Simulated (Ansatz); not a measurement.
Molecule: C$_{3}$HO, charge 0, multiplicity 2. It need not be the lowest isomer of its formula. 
Coordinates optimised at B3LYP-D3(BJ)/def2-TZVP (Ansatz, a program for electronic structure):
```
C
O 1 1.2068
H 1 1.1007 2 122.88
C 1 1.4436 3 116.72 2 180.00
C 4 1.2367 1 163.60 3 0.00
```
Charge 0, spin multiplicity 2.

Parts of the frozen-core correlation energy in cc-pVDZ (Ansatz, hartree). Frozen orbitals: 4; correlated occupied orbitals by spin: 10 and 9; virtual: 47 and 48. Open shells are spin-unrestricted. Spin-orbit coupling is left out. Non-relativistic.

```tsv
term	value
reference (HF)	-188.89023
MP2 opposite-spin	___
MP2 same-spin	-0.13144
CCSD correlation	___
(T)	___
T1 diagnostic	0.070
largest doubles amplitude	0.079
<S^2> of the reference	1.516
```

Task: Complete the blanks.

Result: 
- MP2 opposite-spin, value: -0.33620
- CCSD correlation, value: -0.52956
- (T), value: -0.02295
